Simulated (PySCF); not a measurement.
I₃Sb, triplet, at the geometry of the source list (a higher spin typed on purpose: for a closed-shell molecule this is an excited state) (core potentials on I, Sb); PySCF with DF-PBE0/def2-SVP.

The PySCF input:
```python
from pyscf import gto, scf, dft

mol = gto.Mole()
mol.atom = '''
    Sb    0.00070000    0.00200000    0.99470000
    I    -1.87070000   -1.50500000   -0.33200000
    I    -0.36780000    2.37070000   -0.33110000
    I     2.23790000   -0.86770000   -0.33160000
'''
mol.basis = 'def2-svp'
mol.ecp = {'I': 'def2-svp', 'Sb': 'def2-svp'}
mol.spin = 2
mol.verbose = 4
mol.build()

mf = dft.UKS(mol)
mf.xc = 'pbe0'
mf = mf.density_fit(auxbasis='def2-universal-jkfit')
mf.kernel()
mf.analyze()
```

The log (banner, timings and long lists left out):

```
PySCF version 2.14.0

[INPUT] verbose = 4
[INPUT] num. atoms = 4
[INPUT] num. electrons = 98
[INPUT] charge = 0
[INPUT] spin (= nelec alpha-beta = 2S) = 2
[INPUT] symmetry False subgroup None
[INPUT] Mole.unit = angstrom
[INPUT] Symbol           X                Y                Z      unit          X                Y                Z       unit  Magmom
[...]
nuclear repulsion = 571.569472597811
number of shells = 40
number of NR pGTOs = 244
number of NR cGTOs = 104
basis = def2-svp
ecp = {'I': 'def2-svp', 'Sb': 'def2-svp'}

******** <class 'pyscf.df.df_jk.DFUKS'> ********
method = DFUKS
initial guess = minao
damping factor = 0
level_shift factor = 0
DIIS = <class 'pyscf.scf.diis.CDIIS'>
diis_start_cycle = 1
diis_space = 8
diis_damp = 0
SCF conv_tol = 1e-09
SCF conv_tol_grad = None
SCF max_cycles = 50
direct_scf = False
number electrons alpha = 50  beta = 48
XC library pyscf.dft.libxc version 7.1.2
    S. Lehtola, C. Steigemann, M. J. T. Oliveira, and M. A. L. Marques,  SoftwareX 7, 1–5 (2018)
XC functionals = pbe0
    C. Adamo and V. Barone,  J. Chem. Phys. 110, 6158 (1999)
    M. Ernzerhof and G. E. Scuseria,  J. Chem. Phys. 110, 5029 (1999)
radial grids:
    Treutler-Ahlrichs [JCP 102, 346 (1995); DOI:10.1063/1.469408] (M4) radial grids

becke partition: Becke, JCP 88, 2547 (1988); DOI:10.1063/1.454033
pruning grids: <function nwchem_prune>
grids dens level: 3
symmetrized grids: False
atomic radii adjust function: <function treutler_atomic_radii_adjust>
small_rho_cutoff = 0
Set gradient conv threshold to 3.16228e-05
tot grids = 87832
******** <class 'pyscf.df.df.DF'> ********
auxbasis = def2-universal-jkfit
init E= -1012.44849753396

cycle= 1 E= -1129.41632191026  delta_E= -117  |g|= 3.48  |ddm|= 12.6

cycle= 2 E= -1131.1599662609  delta_E= -1.74  |g|= 2.32  |ddm|= 10.2

cycle= 3 E= -1133.25439040727  delta_E= -2.09  |g|= 0.448  |ddm|= 5.38

cycle= 4 E= -1133.34033563658  delta_E= -0.0859  |g|= 0.288  |ddm|= 1.42

cycle= 5 E= -1133.39515738773  delta_E= -0.0548  |g|=  0.1  |ddm|= 0.755

cycle= 6 E= -1133.40333574291  delta_E= -0.00818  |g|= 0.0226  |ddm|= 0.268

cycle= 7 E= -1133.40360898135  delta_E= -0.000273  |g|= 0.0154  |ddm|= 0.0856

cycle= 8 E= -1133.40383911135  delta_E= -0.00023  |g|= 0.00268  |ddm|= 0.0484

cycle= 9 E= -1133.40385756424  delta_E= -1.85e-05  |g|= 0.00161  |ddm|= 0.017

cycle= 10 E= -1133.40386625243  delta_E= -8.69e-06  |g|= 0.00125  |ddm|= 0.0114

cycle= 11 E= -1133.40387574544  delta_E= -9.49e-06  |g|= 0.00101  |ddm|= 0.0165

cycle= 12 E= -1133.40388368451  delta_E= -7.94e-06  |g|= 0.000637  |ddm|= 0.0168

cycle= 13 E= -1133.4038928243  delta_E= -9.14e-06  |g|= 0.00034  |ddm|= 0.0313

cycle= 14 E= -1133.40389615607  delta_E= -3.33e-06  |g|= 0.000238  |ddm|= 0.0214

cycle= 15 E= -1133.40389657014  delta_E= -4.14e-07  |g|= 0.000228  |ddm|= 0.00323

cycle= 16 E= -1133.40389774283  delta_E= -1.17e-06  |g|= 0.000187  |ddm|= 0.0106

cycle= 17 E= -1133.40389889289  delta_E= -1.15e-06  |g|= 0.000172  |ddm|= 0.01

cycle= 18 E= -1133.40390081605  delta_E= -1.92e-06  |g|= 0.000158  |ddm|= 0.018

cycle= 19 E= -1133.40390371623  delta_E= -2.9e-06  |g|= 0.000142  |ddm|= 0.032

cycle= 20 E= -1133.40390553277  delta_E= -1.82e-06  |g|= 0.000131  |ddm|= 0.0244

cycle= 21 E= -1133.4039072029  delta_E= -1.67e-06  |g|= 0.000117  |ddm|= 0.028

cycle= 22 E= -1133.40390797003  delta_E= -7.67e-07  |g|= 9.3e-05  |ddm|= 0.0142

cycle= 23 E= -1133.40390848838  delta_E= -5.18e-07  |g|= 9.65e-05  |ddm|= 0.0115

cycle= 24 E= -1133.40390871128  delta_E= -2.23e-07  |g|= 9.05e-05  |ddm|= 0.00417

cycle= 25 E= -1133.40390893486  delta_E= -2.24e-07  |g|= 8.84e-05  |ddm|= 0.00385

cycle= 26 E= -1133.40390929314  delta_E= -3.58e-07  |g|= 8.76e-05  |ddm|= 0.00615

cycle= 27 E= -1133.40390973085  delta_E= -4.38e-07  |g|= 8.77e-05  |ddm|= 0.00773

cycle= 28 E= -1133.40391324953  delta_E= -3.52e-06  |g|= 0.000123  |ddm|= 0.0689

cycle= 29 E= -1133.40391205919  delta_E= 1.19e-06  |g|= 8.36e-05  |ddm|= 0.0257

cycle= 30 E= -1133.40391359642  delta_E= -1.54e-06  |g|= 0.000108  |ddm|= 0.0329

cycle= 31 E= -1133.40391342377  delta_E= 1.73e-07  |g|= 8.55e-05  |ddm|= 0.00455

cycle= 32 E= -1133.40391302734  delta_E= 3.96e-07  |g|= 7.31e-05  |ddm|= 0.00861

cycle= 33 E= -1133.40391403097  delta_E= -1e-06  |g|= 9.83e-05  |ddm|= 0.023

cycle= 34 E= -1133.4039141371  delta_E= -1.06e-07  |g|= 7.61e-05  |ddm|= 0.00257

cycle= 35 E= -1133.40391560438  delta_E= -1.47e-06  |g|= 0.000112  |ddm|= 0.0357

cycle= 36 E= -1133.40391440303  delta_E= 1.2e-06  |g|= 6.79e-05  |ddm|= 0.0309

cycle= 37 E= -1133.40391604893  delta_E= -1.65e-06  |g|= 9.21e-05  |ddm|= 0.0405

cycle= 38 E= -1133.40391498471  delta_E= 1.06e-06  |g|= 6.41e-05  |ddm|= 0.0273

cycle= 39 E= -1133.40391561804  delta_E= -6.33e-07  |g|= 6.77e-05  |ddm|= 0.0156

cycle= 40 E= -1133.40391559129  delta_E= 2.68e-08  |g|= 6.44e-05  |ddm|= 0.0012

cycle= 41 E= -1133.40391578897  delta_E= -1.98e-07  |g|= 6.24e-05  |ddm|= 0.00504

cycle= 42 E= -1133.40391654384  delta_E= -7.55e-07  |g|= 6.06e-05  |ddm|= 0.0196

cycle= 43 E= -1133.40391737081  delta_E= -8.27e-07  |g|= 6.27e-05  |ddm|= 0.0227

cycle= 44 E= -1133.40391743339  delta_E= -6.26e-08  |g|= 5.74e-05  |ddm|= 0.00173

cycle= 45 E= -1133.40391816844  delta_E= -7.35e-07  |g|= 6.53e-05  |ddm|= 0.022

cycle= 46 E= -1133.40391850487  delta_E= -3.36e-07  |g|= 5.32e-05  |ddm|= 0.01

cycle= 47 E= -1133.40392045319  delta_E= -1.95e-06  |g|= 0.000165  |ddm|= 0.0714

cycle= 48 E= -1133.40392069115  delta_E= -2.38e-07  |g|= 0.000148  |ddm|= 0.0103

cycle= 49 E= -1133.40392065734  delta_E= 3.38e-08  |g|= 5.77e-05  |ddm|= 0.0032

cycle= 50 E= -1133.40392091249  delta_E= -2.55e-07  |g|= 3.72e-05  |ddm|= 0.0122
SCF not converged.
SCF energy = -1133.40392091249 after 50 cycles  <S^2> = 2.0105324  2S+1 = 3.0070134
**** SCF Summaries ****
Total Energy =                       -1133.403920912493504
Nuclear Repulsion Energy =             571.569472597810659
One-electron Energy =                -3114.790069866696285
Two-electron Energy =                 1409.816676356392009
Two-electron Coulomb Energy =         1496.001237407632516
DFT Exchange-Correlation Energy =      -86.184561051240436
**** MO energy ****
                             alpha | beta                alpha | beta
[...]
spin_pop of  0 Sb 4s        0.00019
spin_pop of  0 Sb 5s        0.03656
spin_pop of  0 Sb 6s        0.09173
spin_pop of  0 Sb 7s        0.05398
spin_pop of  0 Sb 4px       0.00066
spin_pop of  0 Sb 4py      -0.00029
spin_pop of  0 Sb 4pz      -0.00025
spin_pop of  0 Sb 5px       0.04788
spin_pop of  0 Sb 5py       0.00002
spin_pop of  0 Sb 5pz       0.00002
spin_pop of  0 Sb 6px       0.05172
spin_pop of  0 Sb 6py      -0.02661
spin_pop of  0 Sb 6pz      -0.02244
spin_pop of  0 Sb 7px       0.48894
spin_pop of  0 Sb 7py      -0.00022
spin_pop of  0 Sb 7pz      -0.00020
spin_pop of  0 Sb 4dxy     -0.00247
spin_pop of  0 Sb 4dyz      0.00125
spin_pop of  0 Sb 4dz^2    -0.00244
spin_pop of  0 Sb 4dxz     -0.00031
spin_pop of  0 Sb 4dx2-y2    0.00001
spin_pop of  0 Sb 5dxy      0.00289
spin_pop of  0 Sb 5dyz      0.00932
spin_pop of  0 Sb 5dz^2     0.00285
spin_pop of  0 Sb 5dxz      0.00050
spin_pop of  0 Sb 5dx2-y2    0.00204
spin_pop of  1 I 4s       -0.00001
spin_pop of  1 I 5s        0.00029
spin_pop of  1 I 6s        0.01094
spin_pop of  1 I 7s        0.00690
spin_pop of  1 I 4px       0.00026
spin_pop of  1 I 4py       0.00146
spin_pop of  1 I 4pz       0.00096
spin_pop of  1 I 5px       0.02599
spin_pop of  1 I 5py       0.00019
spin_pop of  1 I 5pz       0.00012
spin_pop of  1 I 6px       0.01998
spin_pop of  1 I 6py       0.09092
spin_pop of  1 I 6pz       0.05700
spin_pop of  1 I 7px       0.31972
spin_pop of  1 I 7py       0.00446
spin_pop of  1 I 7pz       0.00272
spin_pop of  1 I 4dxy     -0.00079
spin_pop of  1 I 4dyz     -0.00028
spin_pop of  1 I 4dz^2    -0.00057
spin_pop of  1 I 4dxz     -0.00045
spin_pop of  1 I 4dx2-y2    0.00007
spin_pop of  1 I 5dxy      0.00234
spin_pop of  1 I 5dyz      0.00386
spin_pop of  1 I 5dz^2     0.00318
spin_pop of  1 I 5dxz      0.00106
spin_pop of  1 I 5dx2-y2    0.01599
spin_pop of  2 I 4s       -0.00001
spin_pop of  2 I 5s        0.00004
spin_pop of  2 I 6s        0.00342
spin_pop of  2 I 7s        0.00199
spin_pop of  2 I 4px       0.00021
spin_pop of  2 I 4py       0.00003
spin_pop of  2 I 4pz       0.00147
spin_pop of  2 I 5px       0.01626
spin_pop of  2 I 5py      -0.00000
spin_pop of  2 I 5pz       0.00021
spin_pop of  2 I 6px       0.01238
spin_pop of  2 I 6py      -0.00329
spin_pop of  2 I 6pz       0.09754
spin_pop of  2 I 7px       0.19491
spin_pop of  2 I 7py      -0.00012
spin_pop of  2 I 7pz       0.00300
spin_pop of  2 I 4dxy     -0.00083
spin_pop of  2 I 4dyz      0.00052
spin_pop of  2 I 4dz^2    -0.00067
spin_pop of  2 I 4dxz      0.00223
spin_pop of  2 I 4dx2-y2    0.00003
spin_pop of  2 I 5dxy      0.00111
spin_pop of  2 I 5dyz      0.00368
spin_pop of  2 I 5dz^2     0.00064
spin_pop of  2 I 5dxz      0.00566
spin_pop of  2 I 5dx2-y2    0.00025
spin_pop of  3 I 4s       -0.00001
spin_pop of  3 I 5s        0.00005
spin_pop of  3 I 6s        0.00391
spin_pop of  3 I 7s        0.00232
spin_pop of  3 I 4px       0.00021
spin_pop of  3 I 4py       0.00143
spin_pop of  3 I 4pz       0.00016
spin_pop of  3 I 5px       0.01677
spin_pop of  3 I 5py       0.00020
spin_pop of  3 I 5pz       0.00002
spin_pop of  3 I 6px       0.01278
spin_pop of  3 I 6py       0.09574
spin_pop of  3 I 6pz       0.00477
spin_pop of  3 I 7px       0.20203
spin_pop of  3 I 7py       0.00324
spin_pop of  3 I 7pz       0.00006
spin_pop of  3 I 4dxy     -0.00075
spin_pop of  3 I 4dyz      0.00045
spin_pop of  3 I 4dz^2    -0.00074
spin_pop of  3 I 4dxz      0.00150
spin_pop of  3 I 4dx2-y2    0.00004
spin_pop of  3 I 5dxy      0.00062
spin_pop of  3 I 5dyz      0.00367
spin_pop of  3 I 5dz^2     0.00136
spin_pop of  3 I 5dxz      0.00421
spin_pop of  3 I 5dx2-y2    0.00363
In total            50.00000 | 48.00000
Dipole moment(X, Y, Z, Debye): -0.06356, -0.03248,  0.97307
```

Convergence was not reached.
